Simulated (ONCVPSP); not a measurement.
# Before and after: ONCV potential for Pt

```json
{
 "Element": "platinum",
 "Generator": "ONCVPSP 4.0.1",
 "Type": "optimised norm-conserving Vanderbilt (ONCV)",
 "Functional": "PBE",
 "Relativity": "scalar-relativistic",
 "Frozen core": "[Kr] 4d10 4f14",
 "Valence charge": "18",
 "Reference configuration": "5s2 5p6 5d9 6s1",
 "Partial waves": "5s+6s: rc 1.60 bohr, ncon 4, nbas 8, qcut 9 1/bohr, 2 projectors; 5p: rc 1.85 bohr, ncon 4, nbas 8, qcut 6.2 1/bohr, 2 projectors, debl 2.1 Ha; 5d: rc 1.70 bohr, ncon 4, nbas 9, qcut 8 1/bohr, 3 projectors, debl 2.9 Ha",
 "Local potential": "polynomial inside 1.55 bohr (lpopt 5, dvloc0 4 Ha)",
 "Core correction": "none"
}
```

Change: s: qcut 10.1; p: qcut 6.9; d: qcut 8.9.

Cutoffs: the cutoffs (Ha) at which the residual kinetic energy of the hardest occupied pseudo-wave falls to 1 and 0.1 mHa per electron; they do not see the model core or the augmentation charge, which bear on the density cutoff. Errors are all-electron minus pseudo energies relative to the spin-unpolarised reference configuration.

Q: How do hardness, ghosts and transferability respond?

A: The potential gets harder (26 Ha and 31 Ha → 30 Ha and 36 Ha); the errors of the 4 common tests hardly move; neither file shows a bound ghost.

```csv
quantity,base,changed
"cutoff, loose",26 Ha,30 Ha
"cutoff, tight",31 Ha,36 Ha
loose cutoff by channel,"s 26 Ha, p 15 Ha, d 20 Ha","s 30 Ha, p 15 Ha, d 20 Ha"
bound ghosts,none,none
GHOST(+) flags under 300 eV,none,none
"error for 5s2 5p6 5d9 6s0, meV [ΔE 9.19 eV]",-4.1,-3.9
"error for 5s2 5p6 5d8 6s0, meV [ΔE 29.16 eV]",-5.4,-5.3
"error for 5s2 5p6 5d7 6s0, meV [ΔE 61.38 eV]",-14,-14
"error for 5s2 5p6 5d6 6s0, meV [ΔE 107.03 eV]",-35,-34
s: phases at 1.62 bohr within 0.05 rad from the reference energy up to (Ha; the scan ends near 5),to the end of the scan,to the end of the scan
p: phases at 1.88 bohr within 0.05 rad from the reference energy up to (Ha; the scan ends near 5),to the end of the scan,to the end of the scan
d: phases at 1.72 bohr within 0.05 rad from the reference energy up to (Ha; the scan ends near 5),to the end of the scan,to the end of the scan
```
